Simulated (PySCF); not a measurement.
Pb- (lead, charge -1) across methods

[Xe] 4f14 5d10 6s2 6p3, high-spin 4S determinant. All numbers are calculated (PySCF 2.14, a scalar-relativistic core potential, in aug-cc-pVTZ-PP with ECP60MDF (6s5p4d2f, 55 functions)).

| method | E (hartree) | mean ε 6s α (eV) | mean ε 6s β (eV) | mean ε 6p α (eV) | Σ⟨r²⟩ (bohr²) | ⟨S²⟩ |
| --- | --- | --- | --- | --- | --- | --- |
| BLYP | -192.8544 | -6.569 | -5.697 | 1.197 | 101.4 | 3.751 |
| B97-3 | -192.9139 | -8.077 | -6.272 | 0.452 | 96.83 | 3.752 |
| PBE0 | -192.8848 | -8.083 | -6.251 | 0.346 | 96.34 | 3.753 |
| wB97X | -192.9052 | -10.601 | -8.707 | -1.147 | 95.49 | 3.753 |
| UHF | -191.86779 | -11.620 | -7.590 | -1.450 | 95.59 | 3.760 |
| PBE | -192.9131 | -6.723 | -5.565 | 1.006 | 99.16 | 3.751 |
| LDA | -192.6224 | -6.968 | -5.974 | 0.905 | 99.20 | 3.751 |
| M06-2X | -192.7626 | -9.766 | -6.222 | -0.344 | 90.36 | 3.756 |

Problem. Estimate the same row for r2SCAN.

Solution. E (hartree) = -192.9773; mean ε 6s α (eV) = -7.153; mean ε 6s β (eV) = -5.501; mean ε 6p α (eV) = 0.812; Σ⟨r²⟩ (bohr²) = 96.23; ⟨S²⟩ = 3.755.

Energies and moments cover only the electrons outside the core potential. Spin-orbit coupling, which splits the p, d and f shells strongly at this Z, is absent. Spin-orbit coupling is strong in this species (close to jj coupling), so the high-spin LS determinant is a model state, not a physical level.

The highest occupied level is positive at BLYP, B97-3, PBE0, PBE, LDA, r2SCAN: only the finite basis holds that electron, which in a density functional comes from self-interaction.
